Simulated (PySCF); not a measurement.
C4H8Ge (SMILES C=[CH][GeH2][CH]=C), singlet, at a GFN2-xTB geometry; DF-CAMB3LYP/def2-SVP (PySCF).

Here is a job for PySCF.
```python
from pyscf import gto, scf, dft

mol = gto.M(
    atom='''
Ge    0.067143   -0.360082    0.359111
C    -1.658920    0.091715   -0.433443
C    -2.676963    0.602860    0.238635
C     1.497512    0.731104   -0.399179
C     2.524875    0.248503   -1.078106
H    -0.023333   -0.147392    1.846401
H     0.394877   -1.808992    0.117012
H    -1.762770   -0.079496   -1.498406
H    -3.617560    0.854587   -0.229058
H    -2.611091    0.789447    1.299542
H     1.416494    1.802170   -0.255848
H     3.296540    0.878955   -1.495126
H     2.639238   -0.811770   -1.243519
''',
    basis='def2-svp',
    charge=0,
    spin=0,
    verbose=4,
    max_memory=1800,
)

mf = dft.RKS(mol)
mf.xc = 'camb3lyp'
mf = mf.density_fit(auxbasis='def2-universal-jkfit')
mf.kernel()
```

Write the output that PySCF gives for this input, abridged.


```
PySCF version 2.14.0

[INPUT] verbose = 4
[INPUT] num. atoms = 13
[INPUT] num. electrons = 64
[INPUT] charge = 0
[INPUT] spin (= nelec alpha-beta = 2S) = 0
[INPUT] symmetry False subgroup None
[INPUT] Mole.unit = angstrom
[INPUT] Symbol           X                Y                Z      unit          X                Y                Z       unit  Magmom
[INPUT]  1 Ge     0.067143000000  -0.360082000000   0.359111000000 AA    0.126881881182  -0.680456362386   0.678621438319 Bohr   0.0
[INPUT]  2 C     -1.658920000000   0.091715000000  -0.433443000000 AA   -3.134904462563   0.173316231514  -0.819088560610 Bohr   0.0
[INPUT]  3 C     -2.676963000000   0.602860000000   0.238635000000 AA   -5.058726915594   1.139240291455   0.450954793736 Bohr   0.0
[INPUT]  4 C      1.497512000000   0.731104000000  -0.399179000000 AA    2.829887548250   1.381586328574  -0.754338984678 Bohr   0.0
[INPUT]  5 C      2.524875000000   0.248503000000  -1.078106000000 AA    4.771322248761   0.469602611133  -2.037325073250 Bohr   0.0
[INPUT]  6 H     -0.023333000000  -0.147392000000   1.846401000000 AA   -0.044092979664  -0.278530512952   3.489192206123 Bohr   0.0
[INPUT]  7 H      0.394877000000  -1.808992000000   0.117012000000 AA    0.746209382890  -3.418499441529   0.221120633288 Bohr   0.0
[INPUT]  8 H     -1.762770000000  -0.079496000000  -1.498406000000 AA   -3.331152520600  -0.150225667998  -2.831576963405 Bohr   0.0
[INPUT]  9 H     -3.617560000000   0.854587000000  -0.229058000000 AA   -6.836197639182   1.614935379614  -0.432856886641 Bohr   0.0
[INPUT] 10 H     -2.611091000000   0.789447000000   1.299542000000 AA   -4.934246876317   1.491838619860   2.455778467370 Bohr   0.0
[INPUT] 11 H      1.416494000000   1.802170000000  -0.255848000000 AA    2.676785717090   3.405607729907  -0.483482649518 Bohr   0.0
[INPUT] 12 H      3.296540000000   0.878955000000  -1.495126000000 AA    6.229557758674   1.660984225817  -2.825378661716 Bohr   0.0
[INPUT] 13 H      2.639238000000  -0.811770000000  -1.243519000000 AA    4.987436997545  -1.534022976138  -2.349910340693 Bohr   0.0

nuclear repulsion = 323.33751541914
number of shells = 60
number of NR pGTOs = 226
number of NR cGTOs = 128
basis = def2-svp
ecp = {}

******** <class 'pyscf.df.df_jk.DFRKS'> ********
method = DFRKS
initial guess = minao
damping factor = 0
level_shift factor = 0
DIIS = <class 'pyscf.scf.diis.CDIIS'>
diis_start_cycle = 1
diis_space = 8
diis_damp = 0
SCF conv_tol = 1e-09
SCF conv_tol_grad = None
SCF max_cycles = 50
direct_scf = False
XC library pyscf.dft.libxc version 7.1.2
    S. Lehtola, C. Steigemann, M. J. T. Oliveira, and M. A. L. Marques,  SoftwareX 7, 1–5 (2018)
XC functionals = camb3lyp
    T. Yanai, D. P. Tew, and N. C. Handy,  Chem. Phys. Lett. 393, 51 (2004)
radial grids:
    Treutler-Ahlrichs [JCP 102, 346 (1995); DOI:10.1063/1.469408] (M4) radial grids

becke partition: Becke, JCP 88, 2547 (1988); DOI:10.1063/1.454033
pruning grids: <function nwchem_prune>
grids dens level: 3
symmetrized grids: False
atomic radii adjust function: <function treutler_atomic_radii_adjust>
small_rho_cutoff = 0
Set gradient conv threshold to 3.16228e-05
Initial guess from minao.
tot grids = 155576
******** <class 'pyscf.df.df.DF'> ********
auxbasis = def2-universal-jkfit
Create RSH-DF object <pyscf.df.df.DF object> for omega=0.33
******** <class 'pyscf.df.df.DF'> ********
auxbasis = auxmol.basis = def2-universal-jkfit
init E= -2233.56798940717
  HOMO = -0.312728720124709  LUMO = -0.0647040602524762  gap/eV = 6.74909
cycle= 1 E= -2233.7849231199  delta_E= -0.217  |g|= 0.454  |ddm|= 3.58
  HOMO = -0.297730965185871  LUMO = 0.0582363572733953  gap/eV = 9.68636
cycle= 2 E= -2233.79583658361  delta_E= -0.0109  |g|= 0.427  |ddm|= 0.611
  HOMO = -0.329993972609655  LUMO = 0.0361720927757609  gap/eV = 9.96389
cycle= 3 E= -2233.82122129761  delta_E= -0.0254  |g|= 0.0256  |ddm|=  0.3
  HOMO = -0.332658172375274  LUMO = 0.0348998540855527  gap/eV = 10.00176
cycle= 4 E= -2233.82131794845  delta_E= -9.67e-05  |g|= 0.0138  |ddm|= 0.0348
  HOMO = -0.331009979604557  LUMO = 0.0363982731875119  gap/eV = 9.99769
cycle= 5 E= -2233.8213621985  delta_E= -4.43e-05  |g|= 0.00257  |ddm|= 0.0134
  HOMO = -0.330979612600079  LUMO = 0.0363847043499708  gap/eV = 9.99649
cycle= 6 E= -2233.82136371657  delta_E= -1.52e-06  |g|= 0.00108  |ddm|= 0.00295
  HOMO = -0.331089412516123  LUMO = 0.036298912316683  gap/eV = 9.99715
cycle= 7 E= -2233.8213640225  delta_E= -3.06e-07  |g|= 0.000175  |ddm|= 0.00124
  HOMO = -0.331065521756779  LUMO = 0.036325303588129  gap/eV = 9.99721
cycle= 8 E= -2233.82136403304  delta_E= -1.05e-08  |g|= 2.06e-05  |ddm|= 0.00026
  HOMO = -0.331065719797153  LUMO = 0.0363264460364801  gap/eV = 9.99725
cycle= 9 E= -2233.82136403325  delta_E= -2.16e-10  |g|= 4.42e-06  |ddm|= 5.03e-05
  HOMO = -0.331065751314991  LUMO = 0.0363264326508923  gap/eV = 9.99725
Extra cycle  E= -2233.82136403327  delta_E= -1.73e-11  |g|= 1.71e-06  |ddm|= 1.25e-05
converged SCF energy = -2233.82136403327
```
